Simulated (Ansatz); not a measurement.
Ideal-gas functions of `F[Si](Br)(Br)Br` at 298.15 K and 1 bar, from an Ansatz frequency run at PBE0-D4/def2-TZVP.

Molar mass 286.8 g/mol, point group C3v (symmetry number 3), electronic degeneracy 1, moments of inertia 612.908, 612.942, 1033.594 u Å². Harmonic wavenumbers (cm⁻¹, unscaled): 103, 103, 162, 222, 222, 317, 524, 524, 928.

Use S(trans) = R[1.5 ln M + 2.5 ln T − 1.1517]; rotational temperatures θ = 24.2544 K / I; S(rot) = R[ln(√π/σ · √(T³/θAθBθC)) + 1.5]; for each mode x = 1.438777 ν̃/T, S = R[x/(eˣ − 1) − ln(1 − e⁻ˣ)] and H = RT x/(eˣ − 1); 1 cm⁻¹ = 0.0119627 kJ/mol; R = 8.31446 J/(mol·K).

Problem. By hand: the entropy, in J/(mol·K).

Solution. Translation 179.4. Rotation: θ = 0.0396, 0.0396, 0.0235 K, giving 121.6. Vibration, mode by mode: 14.21, 14.21, 10.57, 8.13, 8.13, 5.55, 2.51, 2.51, 0.52, in all 66.3. Electronic 0.0. Sum 367.3 J/(mol·K).

Problem. By hand: H − E and G − E in kJ/mol, counted from the electronic energy.

Solution. Zero-point energy ½ × 3105 × 0.0119627 = 18.6; thermal vibration 10.5; translation, rotation and pV give 4 RT = 9.9. H − E = 39.0 kJ/mol, and G − E = 39.0 − 298.15 × 367.3/1000 = -70.5 kJ/mol.

Vibration gives 18 % of the entropy, 28.4 J/(mol·K) of it from the modes under 150 cm⁻¹: soft modes count most, and the harmonic formula is weakest for them.
